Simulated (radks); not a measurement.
The tellurium anion Te- inside a hard spherical wall (all orbitals vanish at R), configuration held at [Kr] 4d10 5s2 5p5 and not refilled when levels cross. Calculated with a radial shooting solver on a logarithmic mesh with Libxc functionals: scalar-relativistic Kohn-Sham, PBEsol, spin-polarised, spherical densities, finite nucleus; open shells are filled with parallel spins first (spin-orbit coupling, left out, can overturn this in heavy ions); Fermi nuclear charge, rms radius 4.7423 fm. Eigenvalues in eV for spin up, with the zero of energy where the potential of the charges vanishes at infinity; a dash marks a level that is unbound or too diffuse for the functional's potential to be trusted. A positive occupied level is held by the wall or, in an anion where self-interaction has pushed it up, behind a barrier. The pressure on the wall is -dE/dV.

| R (bohr) | E (hartree) | kinetic (hartree) | e(4p) | e(4d) | e(5s) | e(5p) | e(6s, empty) | e(5d, empty) | pressure (GPa) |
|---|---|---|---|---|---|---|---|---|---|
| 20 | -6791.47791 | 7114.749 | -107.02 | -34.399 | -8.485 | 0.205 | 2.281 | 2.877 | < 0.0001 |
| 12 | -6791.47729 | 7114.753 | -106.94 | -34.314 | -8.407 | 0.276 | 3.534 | 5.091 | 0.00690 |
| 10 | -6791.47529 | 7114.765 | -106.78 | -34.155 | -8.264 | 0.404 | 4.387 | 6.197 | 0.0465 |
| 8 | -6791.46472 | 7114.823 | -106.25 | -33.630 | -7.818 | 0.822 | 6.262 | 7.937 | 0.416 |
| 7 | -6791.44555 | 7114.921 | -105.58 | -32.972 | -7.283 | 1.349 | 8.237 | 9.383 | 1.44 |
| 3.5 | -6789.80380 | 7121.336 | -89.785 | -17.676 | 6.008 | 17.300 | 58.176 | 35.921 | 450 |
| 3 | -6787.97238 | 7127.746 | -81.074 | -9.413 | 15.715 | 29.297 | 92.840 | 53.339 | 1420 |
| 2 | -6769.75967 | 7188.134 | -36.222 | 34.976 | 91.357 | 117.85 | 311.07 | 163.99 | 27600 |
| 1.5 | -6718.25647 | 7342.646 | 36.886 | 114.99 | 270.67 | 311.87 | 715.57 | 372.57 | 207000 |
